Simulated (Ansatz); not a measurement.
Relaxation of CH$_{8}$N$_{2}$Si (12 atoms, charge 0, multiplicity 1), to a largest force component of 0.03 eV/Å in at most 50 steps.

All numbers below come from Ansatz 0.2.0, RKS revPBE-D4/cc-pVDZ.

```xyz
12
Properties=species:S:1:pos:R:3
Si -0.870 0.464 0.289
N 1.940 0.485 -1.062
N -1.330 0.564 -1.291
H 0.989 0.501 -1.456
H -0.647 1.574 1.304
C -0.669 -1.240 1.057
H 1.999 -0.384 -0.510
H 1.976 1.259 -0.382
H -1.473 1.536 -1.615
H 0.291 -1.327 1.606
H -0.724 -2.014 0.267
H -1.483 -1.420 1.792
```

**Question.** Where does it end, and by what steps?

**Answer.** It converged. After 8 steps the energy has fallen by 0.047 eV; H5 moved furthest, 0.33 Å.

| step | energy less start (eV) | largest force component (eV/Å) | accepted |
| --- | --- | --- | --- |
| 0 | 0.0000 | 0.171 | yes |
| 1 | -0.0145 | 0.484 | yes |
| 2 | -0.0352 | 0.345 | yes |
| 3 | -0.0426 | 0.137 | yes |
| 4 | -0.0446 | 0.147 | yes |
| 5 | -0.0440 | 0.161 | no |
| 6 | -0.0468 | 0.051 | yes |
| 7 | -0.0468 | 0.063 | no |
| 8 | -0.0474 | 0.008 | yes |

```xyz
12
Properties=species:S:1:pos:R:3
Si -0.793 0.480 0.183
N 1.949 0.451 -0.858
N -1.568 0.548 -1.270
H 1.146 0.531 -1.501
H -0.379 1.606 1.118
C -0.601 -1.212 0.989
H 1.845 -0.442 -0.360
H 1.861 1.205 -0.164
H -1.723 1.511 -1.615
H 0.386 -1.338 1.480
H -0.745 -2.001 0.226
H -1.378 -1.337 1.773
```

Whether the end is a true minimum wasn't checked by a vibrational analysis.

Time of the run: 14 s on 2 threads of AMD EPYC 9R45 96-Core Processor (Zen 5) (shared host), peak memory 0.17 GiB.
